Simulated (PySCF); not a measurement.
## Trend along group 15: MHg cations

MP2 with double-zeta basis sets in PySCF, for the lowest determinant that a PBE0 search found; no spin–orbit coupling. De refers to high-spin ground-configuration atoms (the charge goes to the atom of lower measured ionisation energy or higher electron affinity, which is not always the lowest computed limit).

```json
{"M": "P", "basis": "def2-SVP", "reference, frozen orbitals": "ROHF, 5", "charged atom": "Hg+", "state (unpaired electrons)": "triplet (π ↑↑)", "Re (Å)": "2.466", "ωe (cm⁻¹)": "257", "De (eV)": "1.96"}
{"M": "Sb", "basis": "def2-SVP", "reference, frozen orbitals": "ROHF, 4", "charged atom": "Sb+", "state (unpaired electrons)": "triplet (π ↑↑)", "Re (Å)": "2.791", "ωe (cm⁻¹)": "133", "De (eV)": "1.34"}
{"M": "Bi", "basis": "def2-SVP", "reference, frozen orbitals": "ROHF, 4", "charged atom": "Bi+", "state (unpaired electrons)": "triplet (π ↑↑)", "Re (Å)": "2.886", "ωe (cm⁻¹)": "108", "De (eV)": "n/a"}
```

The shortest bond is that of HgP⁺ (2.466 Å), the longest that of HgBi⁺ (2.886 Å).

Down a group the atoms grow and get heavier, so bonds lengthen and wavenumbers fall; this series shows no clear exception.

Correlated steps freeze the inner cores (4 to 5 orbitals); shallow outer-core shells are correlated. Correlated levels converge slowly with the basis: in double zeta they bind strong bonds too weakly, by up to about 1 eV, and carry superposition errors of some tenths. These are scalar-relativistic numbers at best; spin–orbit coupling would shift them, the dissociation energy most. For an ion De counts to the pair picked by the measured ionisation energies or electron affinities, which need not be the lowest pair at this level. States were picked by a PBE0 search and need not be the measured ground states.
